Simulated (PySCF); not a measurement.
Al(H)(Me)(NH2) (CH6AlN), SMILES [CH3][AlH][NH2]. Atoms are numbered in the order given.

```xyz
9

Al    -0.5088     0.0694     0.0000
H     -2.0793     0.2521     0.0000
C      0.3797    -1.6703     0.0000
H      0.0927    -2.2595     0.8762
H      1.4688    -1.5861     0.0000
H      0.0927    -2.2595    -0.8762
N      0.4595     1.5556     0.0000
H      1.4671     1.5951     0.0000
H      0.0773     2.4887     0.0000
```
Charge 0, spin multiplicity 1.

Geometry: B3LYP-D3(BJ)/def2-TZVP. The values are those of a single conformer.

The numbers are results of B3LYP/pcJ-1 run with PySCF, not measurements.

Isotropic couplings with Fermi-contact, spin-dipole and both spin-orbit terms, one fixed conformer, no vibrational averaging. Isotopes: 13C, 14N, 1H.

Computed spin–spin coupling constants:
```tsv
pair	bonds apart	J (Hz)
C3–H4	1	124.7
C3–H5	1	127.8
C3–H6	1	124.7
N7–H8	1	55.0
N7–H9	1	55.2
H2–C3	2	26.8
H2–N7	2	9.3
C3–N7	2	2.9
H4–H5	2	-14.4
H4–H6	2	-16.4
H5–H6	2	-14.4
H8–H9	2	-8.2
H2–H4	3	-1.8
H2–H5	3	5.3
H2–H6	3	-1.8
H2–H8	3	8.6
H2–H9	3	-0.5
C3–H9	3	4.7
H4–N7	3	0.8
H6–N7	3	0.8
H4–H8	4	-0.5
H6–H8	4	-0.5
```
